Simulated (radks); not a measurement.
Results of a calculation; reference values are marked as such.
Valence configurations of Zn+ (all share [Ar]). Code: a radial shooting solver on a logarithmic mesh with Libxc functionals. Model: scalar-relativistic Kohn-Sham, PBE, spin-polarised, spherical densities, finite nucleus; open shells are filled with parallel spins first; Fermi nuclear charge, rms radius 3.9283 fm. Energies are relative to 3d10 4s1; eigenvalues in eV for spin up.

[
 {"valence": "3d10 4s1", "E (eV)": "0.000", "moment (Bohr magnetons)": "1", "e(3d)": "-19.824", "e(4p)": "-", "e(4s)": "-14.521"},
 {"valence": "3d10 4p1", "E (eV)": "6.365", "moment (Bohr magnetons)": "1", "e(3d)": "-21.549", "e(4p)": "-9.105", "e(4s)": "-"},
 {"valence": "3d9.5 4s1 4p0.5", "E (eV)": "6.295", "moment (Bohr magnetons)": "2", "e(3d)": "-24.080", "e(4p)": "-9.417", "e(4s)": "-16.186"},
 {"valence": "3d9 4s1 4p1", "E (eV)": "13.871", "moment (Bohr magnetons)": "3", "e(3d)": "-28.522", "e(4p)": "-10.539", "e(4s)": "-17.772"},
 {"valence": "3d9 4p2", "E (eV)": "21.158", "moment (Bohr magnetons)": "3", "e(3d)": "-30.101", "e(4p)": "-11.292", "e(4s)": "-"},
 {"valence": "3d8.5 4s1 4p1.5", "E (eV)": "22.825", "moment (Bohr magnetons)": "4", "e(3d)": "-33.143", "e(4p)": "-11.608", "e(4s)": "-19.291"},
 {"valence": "3d6.5 4s1 4p3.5", "E (eV)": "75.960", "moment (Bohr magnetons)": "7", "e(3d)": "-53.503", "e(4p)": "-15.460", "e(4s)": "-24.827"},
 {"valence": "3d9.5 4p1.5", "E (eV)": "13.125", "moment (Bohr magnetons)": "2", "e(3d)": "-25.728", "e(4p)": "-10.229", "e(4s)": "-"},
 {"valence": "3d9 4s2", "E (eV)": "8.021", "moment (Bohr magnetons)": "1", "e(3d)": "-26.856", "e(4p)": "-", "e(4s)": "-15.992"},
 {"valence": "3d4.5 4s1 4p5.5", "E (eV)": "166.85", "moment (Bohr magnetons)": "6", "e(3d)": "-76.164", "e(4p)": "-18.504", "e(4s)": "-29.362"}
]

NIST lists [Ar] 3d10 4s1 as the ground configuration; this level of theory agrees among the configurations tried. The energies are those of spherical high-spin densities, not of single terms.
